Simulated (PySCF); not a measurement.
SMILES CCO[Si](N)(O)OC (C₃H₁₁NO₃Si) at its GFN2-xTB optimised geometry (Å):

```
19

C     -1.5062    -2.7020    -3.5246
C     -1.7433    -2.2928    -2.0787
O     -0.5091    -2.2100    -1.4106
Si    -0.1920    -1.4870     0.0000
N      1.5333    -1.4870     0.0000
O     -0.6958    -2.2667     1.3473
O     -0.9962    -0.0697     0.0000
C     -1.2359     0.7744     1.0923
H     -2.4550    -2.7851    -4.0479
H     -0.8870    -1.9604    -4.0218
H     -0.9928    -3.6592    -3.5590
H     -2.3753    -3.0337    -1.5731
H     -2.2505    -1.3239    -2.0336
H      1.9986    -1.2673    -0.8636
H      2.0076    -1.0460     0.7695
H     -0.3170    -3.1196     1.5417
H     -1.5738     0.2018     1.9570
H     -2.0076     1.4870     0.7981
H     -0.3262     1.3177     1.3624
```

Method: PySCF with CAM-B3LYP/def2-SVP. Cells within 0.4 Å of a nucleus heavier than hydrogen are left out (blank, or x).

Map of the electron localisation function on the plane z = 0.0 Å:

```
|0000000000000000000000000000000|
|0000000000000000000000000000000|
|0000000000000000000000000000000|
|0000000000000000000000000000000|
|0000000000000000000000000000000|
|0000000000000000000000000000000|
|0000001343100000000000000000000|
|0000027997300000000000000000000|
|0000169999510000000000000000000|
|0000289999510000000000000000000|
|0000389997310000000000000000000|
|0000156653111000000000000000000|
|0000000001123210000000000000000|
|0000000001477753000000000000000|
|000000002577x885100010000000000|
|00000001588xx786101221100000000|
|00000003689xx885223543210000000|
|0000000267888873357776420000000|
|0000000135787100178877641000000|
|00000000023412xx0797xx651000000|
|00000000001107xx259xxx652000000|
|00000000000102xx0697x6862100000|
|0000000000012000068999873100000|
|0000000000012211137899874100000|
|0000000000001111114789874100000|
|0000000000000000002578752000000|
|0000000000000000000244310000000|
|0000000000000000000000000000000|
|0000000000000000000000000000000|
|0000000000000000000000000000000|
|0000000000000000000000000000000|
```
Scale: ten equal steps from 0.000 (start of '0') to 0.985 (end of '9'), in the order '0123456789'; x runs from -4.50 to 4.50, y from -4.50 (bottom) to 4.50 (top).
